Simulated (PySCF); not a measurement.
## Ionisation energy of Au²⁺ by level of theory

Au²⁺ [Xe] 4f14 5d9 (2D) → Au³⁺ [Xe] 4f14 5d8 (3F), as a difference of total energies. Calculation: PySCF 2.14, in def2-SVP with the def2 core potential (60 electrons) (6s3p2d1f, 32 functions); a scalar-relativistic core potential. Correlated levels: valence: 5s2 5p6 frozen. The calculations carry no spin-orbit coupling.

Question: Order these methods by the ionisation energy they give, lowest first.
A. MP2 (valence)
B. UHF
C. BP86
D. SCS-MP2 (valence)

Answer: B (31.041 eV), D (32.152 eV), A (32.244 eV), C (32.995 eV).

The reference lies between the lowest fine-structure levels, while these numbers refer to the centres of the terms.

Errors of the correlated levels include the incompleteness of this basis and the frozen core.

For comparison: 30 ± 1.6 eV (theoretical estimate listed by NIST; NIST Atomic Spectra Database, ionization energies).
